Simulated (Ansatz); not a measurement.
Consider the formal hydrolysis of a B–O bond: `CCB(O)OC` + H₂O → `CCB(O)O` + CH₃OH.

Program: Ansatz. Geometries: PBE0-D4/def2-TZVP. ΔE: electronic, gas phase. CCSD(T)/CBS adds triple-zeta CCSD(T) − MP2 to the extrapolated MP2 energy (def2 sets, frozen cores). This one scheme is used for every species. DFT in def2-TZVPP. B3LYP here is the variant with VWN-RPA as its local correlation; programs differ in this. One conformer a species, not always the lowest.

```csv
level,ΔE (kcal/mol),difference from CCSD(T)/CBS
PBE-D4,0.0,-1.1
r2SCAN-D4,0.1,-1.0
PBE0-D4,0.0,-1.1
B3LYP-D4,0.5,-0.6
ωB97X-V,0.2,-0.9
ωB97M-V,0.3,-0.8
B2PLYP,-0.2,-1.3
PBE,-0.9,-2.0
r2SCAN,-0.3,-1.4
PBE0,-0.8,-1.9
B3LYP,-0.9,-2.0
HF/def2-TZVPP,-1.1,-2.2
MP2/def2-TZVPP,1.0,-0.1
SCS-MP2/def2-TZVPP,0.6,-0.5
CCSD/def2-TZVPP,0.4,-0.7
CCSD(T)/def2-TZVPP,0.7,-0.4
HF/def2-QZVPP,-1.0,-2.1
MP2/def2-QZVPP,1.3,0.2
SCS-MP2/def2-QZVPP,0.8,-0.3
HF/CBS(def2),-0.9,-2.0
MP2/CBS(def2),1.4,0.3
CCSD/CBS(def2),0.8,-0.3
CCSD(T)/CBS,1.1,0
```

Largest T1 diagnostic among the species: 0.011.

In def2-TZVPP, CCSD(T) changes the Hartree–Fock value by +1.8 kcal/mol (the triples alone add +0.3 kcal/mol) and MP2 by +2.1 kcal/mol. The D4 term adds +1.4 kcal/mol with B3LYP and +0.8 kcal/mol with PBE0; it sums over pairs of atoms, weighted by their polarisabilities, and B3LYP, whose exchange is more repulsive, gets the larger term.
